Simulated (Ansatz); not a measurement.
Problem. Name a neutral molecule of F, O, Si, Sn and H with HOMO energy (ωB97M-V/def2-TZVPP) between -9.30 and -9.00 eV and size of the dipole moment (B3LYP/def2-TZVPP) between 2.10 and 2.40 D (Ansatz, PBE0-D4/def2-TZVP geometry).

Solution. `F[SiH]1[O][SnH2]1` (-9.02 eV, 2.37 D). Other molecules can fit too; these were computed, each in one conformer that needn't be the lowest.

B3LYP here is the variant with VWN-RPA as its local correlation; programs differ in this.
